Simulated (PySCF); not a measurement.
Rh²⁺: excitation energy

Rh²⁺ [Kr] 4d7 (4F) → Rh²⁺ [Kr] 4d6 5p1 (high-spin determinant), as a difference of total energies. All numbers are calculated (PySCF 2.14, scalar relativity through the core potential, in aug-cc-pVTZ-PP with ECP28MDF). Correlated levels: valence: 4s2 4p6 frozen. The calculations carry no spin-orbit coupling.

```tsv
method	excitation energy (eV)
UHF	10.565
MP2 (valence)	11.371
SCS-MP2 (valence)	11.814
CCSD (valence)	11.274
CCSD(T) (valence)	11.281
```

Question: How much does correlation contribute at CCSD(T) (valence)?

Answer: 11.281 − (10.565) = 0.716 eV, measured against UHF.

The determinant of the upper state mixes LS terms, which raises its energy above the lowest term, most at the Hartree-Fock and MP2 levels.
